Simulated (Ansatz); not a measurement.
Wavefunction ladder for Ge₃H₁₀Si, SMILES `[SiH3][GeH2][GeH2][GeH3]`

```xyz
14

Si    1.055    2.012   -0.834
Ge    0.600    0.954    1.246
Ge    0.153   -1.404    0.887
Ge   -1.605   -1.665   -0.760
H     1.364    3.455   -0.652
H     2.215    1.350   -1.489
H    -0.131    1.881   -1.721
H    -0.639    1.597    1.898
H     1.787    1.128    2.213
H    -0.259   -2.081    2.207
H     1.433   -2.094    0.379
H    -2.856   -0.887   -0.318
H    -1.135   -1.102   -2.112
H    -1.983   -3.144   -0.945
```

The species carries charge 0 and has multiplicity 1. Correlated methods include outer-core shells of Ge, which these sets cover unevenly. Scalar relativity is left out up to krypton. Geometry: relaxed with PBE0-D4/def2-TZVP. It is one conformer, not always the lowest. Frozen core, restricted reference, Ansatz.

```
     basis      HF (Eh)  MP2 corr.
  def2-SVP  -6519.97771   -0.81336
def2-TZVPP  -6520.87456   -0.92354
def2-QZVPP  -6521.00950   -1.72457
```

Question: Estimate the CCSD correlation energy and the (T) correction in each basis where they were run (hartree).

Answer: 
```csv
basis,CCSD corr.,(T)
def2-SVP,-0.86112,-0.02508
def2-TZVPP,-0.97841,-0.03468
```
